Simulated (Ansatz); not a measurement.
The first iterations of a band of C2H6ClGa + H2 (12 atoms, charge 0, multiplicity 1).

These are results of RHF/def2-mTZVP (Ansatz), not measurements.

```yaml
movable_images: 9
climbing_image: yes
spring: 5.0 eV/Å²
optimiser: quadratic models (default)
start_path: through a guess of the saddle point
force_threshold: 0.05 eV/Å
iteration_limit: 60
end_points: relaxed
```

Image 0:

```xyz
12
Properties=species:S:1:pos:R:3
Ga -0.706 0.006 -0.094
Cl -1.877 -1.825 0.231
C -0.020 0.244 -1.933
C -0.542 1.166 1.499
H 1.920 -2.555 0.895
H 2.485 -2.091 0.844
H 0.897 0.822 -1.949
H -0.751 0.776 -2.534
H 0.161 -0.710 -2.412
H -0.203 0.596 2.355
H 0.146 1.987 1.339
H -1.509 1.584 1.757
```

Image 10:

```xyz
12
Properties=species:S:1:pos:R:3
Ga 0.597 0.157 0.046
Cl -0.931 -2.801 0.615
C 0.127 0.313 -1.886
C -0.369 1.168 1.468
H 0.213 -3.302 0.894
H 1.878 -0.709 0.446
H 0.905 0.848 -2.424
H -0.805 0.842 -2.048
H 0.043 -0.664 -2.350
H -0.308 0.679 2.433
H 0.067 2.158 1.582
H -1.417 1.310 1.225
```

| iteration | highest image above the first end (eV) | largest band force component (eV/Å) |
| --- | --- | --- |
| 1 | 2.626 | 3.280 |
| 2 | 2.108 | 3.009 |

Q: Does the band converge within its limit, and where does its top end?

A: It converged. It ended after 8 iterations with the highest image 2.055 eV above the first end. A vibrational analysis at the climbing image gives one clearly imaginary mode, 1458i cm⁻¹: a first-order saddle point. The orbitals stay closed-shell, which can raise the energy where a bond breaks towards radicals; this wasn't checked here.

Time of the run: 3 min on 2 threads of Arm Neoverse V1, on a shared host, peak memory 0.29 GiB.
